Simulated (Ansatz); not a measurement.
Reaction (ligand exchange at the Si–O bond): `CO[SiH](N)O` + H₂S → `N[SiH](O)S` + CH₃OH

Program: Ansatz. Geometries: PBE0-D4/def2-TZVP. ΔE: electronic, gas phase. CCSD(T)/CBS is the MP2 limit (def2-TZVPP, def2-QZVPP) plus CCSD(T) − MP2 in def2-TZVPP, frozen cores. This one scheme is used for every species. DFT in def2-TZVPP. Each species was taken in one conformer, which may not be the lowest.

```json
{"level": "LDA (SPW92)", "ΔE (kJ/mol)": "44.5", "difference from CCSD(T)/CBS": "-5.7"}
{"level": "revPBE-D4", "ΔE (kJ/mol)": "36.2", "difference from CCSD(T)/CBS": "-14.0"}
{"level": "r2SCAN0-D4", "ΔE (kJ/mol)": "48.6", "difference from CCSD(T)/CBS": "-1.6"}
{"level": "CAM-B3LYP-D4", "ΔE (kJ/mol)": "57.6", "difference from CCSD(T)/CBS": "7.4"}
{"level": "PBE-QIDH", "ΔE (kJ/mol)": "45.8", "difference from CCSD(T)/CBS": "-4.4"}
{"level": "revPBE", "ΔE (kJ/mol)": "33.7", "difference from CCSD(T)/CBS": "-16.5"}
{"level": "r2SCAN0", "ΔE (kJ/mol)": "48.3", "difference from CCSD(T)/CBS": "-1.9"}
{"level": "LC-ωPBE", "ΔE (kJ/mol)": "45.4", "difference from CCSD(T)/CBS": "-4.8"}
{"level": "SCS-MP2/def2-TZVPP", "ΔE (kJ/mol)": "54.7", "difference from CCSD(T)/CBS": "4.5"}
{"level": "HF/CBS(def2)", "ΔE (kJ/mol)": "64.6", "difference from CCSD(T)/CBS": "14.4"}
{"level": "CCSD(T)/CBS", "ΔE (kJ/mol)": "50.2", "difference from CCSD(T)/CBS": "0"}
```

Q: What do rigid-rotor, harmonic-oscillator terms from PBE0-D4/def2-TZVP frequencies (298.15 K, 1 bar) make of the CCSD(T)/CBS value? (Estimate.)

A: Computed: ΔZPE = +8.0 kJ/mol, ΔH = +56.7 kJ/mol, ΔS = 8 J/(mol·K), ΔG = +54.4 kJ/mol.

Largest T1 diagnostic among the species: 0.011.

From PBE to PBE0 (25 % exact exchange), in def2-TZVPP and without D4, ΔE moves by +3.4 kJ/mol. In def2-TZVPP, CCSD(T) changes the Hartree–Fock value by −9.0 kJ/mol (the triples alone add −2.2 kJ/mol) and MP2 by −12.2 kJ/mol. At CCSD(T), def2-SVP lies +4.6 kJ/mol from the extrapolated value and def2-TZVPP +3.8 kJ/mol.
